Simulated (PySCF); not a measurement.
Sn(H)2(OH)(OMe) (CH6O2Sn), SMILES C[O][SnH2][OH].

Coordinates come from a B3LYP-D3(BJ)/def2-SVP optimisation. The structure was generated by enumeration; whether it is a known compound was not checked. The def2 effective core potentials stand for the cores of Sn; spin–orbit coupling is left out. One conformer was computed; it need not be the lowest.

Method: C-PCM-PBE0/def2-SVP run with PySCF.

The values are the electrostatic part of the solvation free energy, E(continuum) − E(gas) at the gas-phase geometry, in a cavity of scaled van der Waals radii (PySCF's table); cavitation and dispersion terms are not included. A continuum can't describe solvent molecules that bind to the metal. In vacuum the orbital gap is 7.29 eV. The dipole moment in vacuum is 0.66 D.

| solvent | ε | ΔG(elec) (kcal/mol) | dipole (D) | gap (eV) |
|---|---|---|---|---|
| water | 78.36 | -6.6 | 0.89 | 7.50 |
| tetrahydrofuran | 7.43 | … | … | … |
| benzene | 2.27 | -3.6 | 0.77 | 7.40 |

**Question.** Complete the blanks. (Estimate from the structure and the level; the computed values follow.)

**Answer.** 
- tetrahydrofuran, ΔG(elec) (kcal/mol): -5.7
- tetrahydrofuran, dipole (D): 0.85
- tetrahydrofuran, gap (eV): 7.47
